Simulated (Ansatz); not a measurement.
Program: Ansatz. Geometries: PBE0-D4/def2-TZVP. ΔE: electronic, gas phase. CCSD(T)/CBS adds triple-zeta CCSD(T) − MP2 to the extrapolated MP2 energy (def2 sets, frozen cores). This one scheme is used for every species. DFT in def2-TZVPP. B3LYP here is the variant with VWN-RPA as its local correlation; programs differ in this. One conformer a species, not always the lowest.

Reaction (ligand exchange at the Si–C bond): `[SiH3]/C=C/Cl` + `[CH3][AlH][OH]` → `[CH3][AlH][O][SiH3]` + `C=CCl`

(1) Is it downhill or uphill in electronic energy at CCSD(T)/CBS, and by how much? (Best estimate.)

(2) What do these levels give: r2SCAN0-D4, PBE-QIDH, BLYP, r2SCAN, B3LYP, r2SCANh, RPA@PBE/def2-TZVPP, HF/def2-SVP, MP2/def2-TZVPP, CCSD/def2-TZVPP, SCS-MP2/def2-QZVPP, CCSD/CBS(def2)? (An estimate is asked.)

Largest T1 diagnostic among the species: 0.011.

Results:

(1) Ansatz gave: Downhill: ΔE = -24.4 kcal/mol.

(2) Computed: r2SCAN0-D4 -24.6, PBE-QIDH -24.0, BLYP -23.9, r2SCAN -23.7, B3LYP -25.2, r2SCANh -24.1, RPA@PBE/def2-TZVPP -24.4, HF/def2-SVP -29.2, MP2/def2-TZVPP -24.3, CCSD/def2-TZVPP -25.5, SCS-MP2/def2-QZVPP -25.7, CCSD/CBS(def2) -25.5 kcal/mol.

From PBE to PBE0 (25 % exact exchange), in def2-TZVPP and without D4, ΔE moves by −1.8 kcal/mol. Leaving LDA and LC-ωPBE aside and taking each functional with its dispersion term where it has one, the values, not all of them listed here, spread over 7.2 kcal/mol, from BHLYP-D4 to revPBE-D4.
